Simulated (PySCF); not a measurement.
Name the molecule from its bond curve

A diatomic of charge -1 contains In. Its triplet curve at PBE0 in a double-zeta basis (scalar-relativistic core potentials, PySCF), in eV from the separated fragments:

R (Å), E (eV) and a bar:
```
    2.111     -1.150 ############################
    2.209     -1.367 ############
    2.308     -1.486 ####
    2.381     -1.527 #
    2.455     -1.537 
    2.529     -1.524 #
    2.627     -1.480 ####
    2.750     -1.398 ##########
    2.897     -1.280 ##################
    3.093     -1.116 ##############################
```

The fit gives ωe = 379 cm⁻¹ and the rotational constant Bₑ = 0.3369 cm⁻¹.

Question: Which atom is the partner?

Answer: The minimum lies at 2.447 Å, so the reduced mass is 16.8576 u Å² cm⁻¹/(Bₑ·Re²) = 8.357 u. With In at 114.90 u the partner weighs about 9.0 u: Be. The molecule is BeIn⁻.

Spin–orbit coupling is left out. The highest Kohn–Sham level is positive in this anion. Much of that is self-interaction error, but it also means that the finite basis helps to hold the extra electron. The state was picked by a PBE0 search and need not be the measured ground state.
